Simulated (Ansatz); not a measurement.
Cl₂HOY, SMILES `[OH][Y]([Cl])[Cl]`. Charge 0, multiplicity 1. Y takes the def2 core potential.

Cartesian coordinates in Å:
```
O 0.658 -1.238 0.455
Y -0.228 0.425 -0.156
Cl -0.606 2.238 1.467
Cl -0.910 0.612 -2.515
H 1.086 -2.037 0.749
```

Problem. List the harmonic frequencies (cm⁻¹, unscaled) at PBE0-D4/def2-TZVP in Ansatz. (Estimate.)

Solution. The calculation gave: 42, 80, 118, 284, 333, 375, 441, 663, 3987.

Problem. Is this a minimum?

Solution. Yes, all 9 modes are real.

Problem. Give the ideal-gas thermochemistry at 298.15 K and 1 bar (rigid rotor, harmonic oscillator; point group C2v, symmetry number 2).

Solution. Zero-point energy 37.8 kJ/mol; H(298) − E = 57.9 kJ/mol; entropy 358.8 J/(mol·K), of which translation 173.4, rotation 113.6, vibration 71.8; G(298) − E = -49.1 kJ/mol. Modes under 100 cm⁻¹ are hindered rotations or soft bends, so the harmonic entropy is rough.

Problem. And at 400, 500, 600, 800 and 1000 K?

Solution. 
| T (K) | H − E (kJ/mol) | S (J/mol/K) | G − E (kJ/mol) |
| --- | --- | --- | --- |
| 400 | 67.1 | 385.3 | -87.0 |
| 500 | 76.5 | 406.2 | -126.6 |
| 600 | 86.0 | 423.6 | -168.1 |
| 800 | 105.4 | 451.5 | -255.8 |
| 1000 | 125.2 | 473.5 | -348.3 |

Problem. Rotational constants (cm⁻¹)?

Solution. 0.1067, 0.05115, 0.03458.
